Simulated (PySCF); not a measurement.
**Calculated NMR parameters of C=C(Cl)O/C=C/O[SiH3]**

- Formula: C4H7ClO2Si
- SMILES: C=C(Cl)O/C=C/O[SiH3]
- InChI: InChI=1S/C4H7ClO2Si/c1-4(5)6-2-3-7-8/h2-3H,1H2,8H3/b3-2+
- Point group of the computed structure: C1
- Degrees of unsaturation: 2
- Carbon signals: 4
- Proton signals: 5

Atoms are numbered as in `[CH2:1]=[C:2]([Cl:3])[O:4]/[CH:5]=[CH:6]/[O:7][SiH3:8]`; H(Xn) means a hydrogen on atom n. Ha(C1) is cis to Cl3; Hb(C1) is trans to Cl3.

[PySCF 2.14: GFN2-xTB geometry; σ from GIAO-PBE0/pcSseg-1; one conformer; in vacuum; non-relativistic Hamiltonian; fast rotation and ring inversion assumed for equivalent nuclei]

References, each an isolated molecule treated in the same way: TMS for ¹H (σref 31.72) and ¹³C (σref 186.93) and ²⁹Si (σref 349.16); ¹⁷O (σref 336.08) against H2O.

| carbon | δC, type | δH (multiplicity) | HMBC from (2–3 bonds) | span of the C tensor (ppm) |
| --- | --- | --- | --- | --- |
| C1 | 93.7, CH2 | Hb(C1) 4.72 (br s); Ha(C1) 4.55 (br s) | – | 145 |
| C2 | 156.5, C | – | H(C5), Hb(C1), Ha(C1) | 161 |
| C5 | 133.9, CH | 6.96 (m) | H(C6) | 134 |
| C6 | 140.6, CH | 6.95 (m) | H(C5), H(Si8) | 149 |

Other nuclei:
| atoms | nucleus | environment | δ (ppm) | σ (ppm) |
| --- | --- | --- | --- | --- |
| H(Si8) | ¹H | hydrogen on a silicon bonded to O | 4.94 | 26.78 |
| Si8 | ²⁹Si | silicon bonded to O, 3 H | -41.3 | 390.4 |
| O4 | ¹⁷O | ether oxygen | 164.0 | 172.1 |
| O7 | ¹⁷O | oxygen bonded to C, Si | 57.9 | 278.2 |

- Carbon types of the structure: 1 × C, 2 × CH, 1 × CH2, leaving 3 H on heteroatoms.
- δC 156.5, 140.6, 133.9: alkene carbon bearing oxygen.
- δC 93.7: β carbon of an enol-ether or enamine type C=C; the O or N lone pair pushes π density onto this β carbon and shields it.
- δH 6.96, 6.95: hydrogen on an alkene carbon bearing oxygen; attached to an sp2 carbon and in the plane of the double bond.
- δH 4.94: hydrogen on a silicon bonded to O.
- δH 4.72, 4.55: hydrogen on a β carbon of an enol-ether or enamine type C=C; lone-pair donation from O or N shields it, upfield of ordinary alkene protons.

Carbons that carry Cl, above all several Cl atoms, come out too deshielded, partly because spin–orbit coupling is missing. Shifts are as computed. Against solution values, carbons near 30 ppm lie about +3 ppm off and those near 130 ppm about +5 ppm; carbons on Cl a further +6 ppm. Of 1211 compounds with measured shifts, 218 miss one by over three times the rms of a fit or turn the order of signals round; such compounds aren't used in these exercises. Experimental scales use liquid or dissolved standards, which lie at an offset from isolated H2O (liquid H2O: subtract about 36 ppm). No couplings were computed; multiplicities are counted from neighbouring protons, with m where these are inequivalent, close in shift, in a saturated or five-membered ring or joined by F or P, and br s for small geminal =CH2 splittings.
